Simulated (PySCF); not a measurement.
## [FeNCl4]-, [Cl₄FeN]-, charge -1

Geometry:
```
atom   x (Å)   y (Å)   z (Å)
 Fe1   0.000  -0.001   0.110
  N2  -0.001  -0.005   1.641
 Cl3   2.055   0.012  -0.440
 Cl4  -0.012   2.057  -0.430
 Cl5  -2.056  -0.009  -0.435
 Cl6   0.013  -2.054  -0.446
```

Total charge -1.

Computed with GIAO wB97X-D/def2-SVP (def2-TZVP on Fe) magnetisability, rotational g tensor and spin-rotation constants, non-relativistic, gas phase (PySCF 2.14.0). Geometry: GFN2-xTB.

For an ion the centre-of-mass motion in the field is neglected.

Question: Give the nuclear spin-rotation constants along the inertial axes (H = +C I·J) beside the isotropic shieldings.

Answer: Rotational constants 1.4215, 1.4192, 0.8551 GHz. A star marks the isotopologue with that one atom substituted, in its own axes.
| atom | isotope | Caa (kHz) | Cbb (kHz) | Ccc (kHz) | mean (kHz) | σ (ppm) |
| --- | --- | --- | --- | --- | --- | --- |
| N2 | 14N | 1.373 | 1.370 | 0.032 | 0.925 | -1164.9 |
| Cl3 | 35Cl | 0.287 | 0.287 | -0.025 | 0.183 | 937.1 |
| Cl4 | 35Cl | 0.285 | 0.285 | -0.025 | 0.182 | 938.4 |
| Cl5 | 35Cl | 0.284 | 0.284 | -0.025 | 0.181 | 939.2 |
| Cl6 | 35Cl | 0.287 | 0.287 | -0.025 | 0.183 | 937.4 |
| Fe1 | 57Fe* | 3.354 | 3.349 | 1.547 | 2.750 | -8991.6 |

Where two moments of inertia are equal or nearly so, the constants along those axes are given as their average.
For the geometry as given, no vibrational averaging.
